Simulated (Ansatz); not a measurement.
Molecule: C₂H₇Si, charge 0, multiplicity 2. It need not be the lowest isomer of its formula. 
Structure (B3LYP-D3(BJ)/def2-TZVP (Ansatz, an electronic-structure program) minimum search):
SMILES: C[SiH]C
```xyz
10

Si     0.0954     0.5837     0.0456
C     -1.6121    -0.2121     0.0226
C      1.4535    -0.6938    -0.2247
H      0.3109     1.2896     1.3419
H     -1.8059    -0.6978    -0.9355
H     -1.6892    -0.9719     0.8069
H     -2.3959     0.5276     0.1923
H      1.4169    -1.4600     0.5564
H      1.3376    -1.1917    -1.1891
H      2.4418    -0.2327    -0.1979
```
Charge 0, spin multiplicity 2.

Basis-set convergence of Hartree-Fock and CCSD(T) correlation energies (hartree) with Ansatz. Cores are frozen in the correlated levels unless marked. Open shells are spin-unrestricted. No spin-orbit coupling. No relativistic terms.

```
basis        functions       E(HF)  E(corr, CCSD(T))
-----------  ---------  ----------  ----------------
cc-pV(D+d)Z         86  -368.72537          -0.44237
cc-pV(T+d)Z        197  -368.76394          -0.53086
cc-pV(Q+d)Z        384  -368.77232          -0.55707
cc-pV(5+d)Z        667  -368.77421          -0.56517
```

Extrapolating the two largest sets (X = 4 and 5) as X^-3: E(corr) = (125·(-0.56517) - 64·(-0.55707))/61 = -0.5737 Eh, an estimate of the basis-set limit. The largest set recovers 98.5 % of it, the smallest 77.1 %.
